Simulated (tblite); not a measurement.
Cl2MoO2, triplet, geometry from GFN2-xTB (such geometries of metal compounds can be far from the true shape) (the multiplicity is a formal guess); tblite with GFN1-xTB.

Here is a job for tblite.
```
$ tblite run mol.xyz --method gfn1 --charge 0 --spin 2 --grad --json tblite.json --no-restart

# file mol.xyz
5

Mo     0.54632239    -0.10204682     0.18042404
O      1.63677184    -0.63493831    -0.91809735
O      0.90207968     0.16070969     1.75655803
Cl    -0.93786602     1.51719742    -0.70895037
Cl    -1.60662531    -1.04191535    -0.13137287
```

What the program printed (banner, timings and long lists left out):

```
xTB calculator
 | screened Coulomb repulsion
 | Coulomb electrostatics
 |  * isotropic Klopman-Ohno-Mataga-Nishimoto electrostatics
 |  * onsite third-order electrostatics
 | DFT-D3(BJ) dispersion correction

halogen bonding energy    0.0000000000000E+00 Eh
repulsion energy          8.4603230754958E-02 Eh
dispersion energy        -2.5083595322656E-03 Eh
number of electrons       3.2000000000000E+01 e
integral cutoff           4.0000000000000E+01 bohr

------------------------------------------------------------
  cycle        total energy    energy error   density error
------------------------------------------------------------
      1     -19.33773873572  -1.9419834E+01   1.1215551E+00
      2     -20.00847502228  -6.7073629E-01   3.2763013E-01
      3     -20.01063136570  -2.1563434E-03   1.8309745E-01
      4     -20.00992631163   7.0505407E-04   2.5074792E-02
      5     -20.01052922944  -6.0291781E-04   1.6214933E-02
      6     -20.01059660001  -6.7370574E-05   1.3901224E-02
      7     -20.01076532246  -1.6872245E-04   4.0831969E-03
      8     -20.01077901336  -1.3690904E-05   1.5856914E-04
      9     -20.01077902916  -1.5796296E-08   3.1613428E-05
     10     -20.01077903016  -1.0008208E-09   1.7705126E-05
------------------------------------------------------------

electronic energy        -2.0092873901382E+01 Eh
total energy             -2.0010779030159E+01 Eh

Post processing:
 | Mayer-Wiberg bond orders

[Info] Tight-binding results written to 'tblite.txt'
[Info] JSON dump of results written to 'tblite.json'
```
